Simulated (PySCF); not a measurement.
# Electron correlation in C (carbon, neutral)

[He] 2s2 2p2, high-spin 3P determinant. Calculation: PySCF 2.14, in pcseg-2 (4s3p2d1f, 30 functions); the non-relativistic Hamiltonian (point nucleus). Frozen: 1s2; 4 electrons correlated.

MP2 pair energies summed by pair of shells (mhartree):

```json
{"pair": "2s-2p", "energy": "-39.22", "share (%)": "60.9"}
{"pair": "2s-2s", "energy": "-18.05", "share (%)": "28.0"}
{"pair": "2p-2p", "energy": "-7.10", "share (%)": "11.0"}
```

Total MP2 correlation energy: -64.36 mhartree.

Same-spin part -12.06 and opposite-spin part -52.30 mhartree; SCS-MP2 scales them by 1/3 and 6/5 to -66.78 mhartree.

| level | correlation energy (mhartree) |
| --- | --- |
| CCSD | -84.09 |
| (T) | -1.86 |
| CCSD(T) | -85.95 |

Diagnostics: T1 = 0.0082, D1 = 0.0167, largest double amplitude 0.100.

Cost of the coupled-cluster step: 0.3 s of wall time on 1 thread of Intel(R) Xeon(R) Platinum 8375C CPU @ 2.90GHz (shared host), for 4 correlated electrons.
